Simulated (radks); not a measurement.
Question: All-electron calculation, scalar-relativistic Kohn-Sham, PBEsol, spin-polarised, spherical densities, finite nucleus; open shells are filled with parallel spins first; Fermi nuclear charge, rms radius of each element as measured or else 0.836 A^(1/3) + 0.57 fm. Program: a radial shooting solver on a logarithmic mesh with Libxc functionals. Each species is in its NIST ground configuration. Rank O, B, Li, C, Be, N, F, Ne by radius at which the density is 0.001 e/bohr^3 (bohr), largest first.

Answer: Li 4.18, Be 4.14, B 3.90, C 3.64, N 3.41, O 3.27, F 3.12, Ne 2.98.
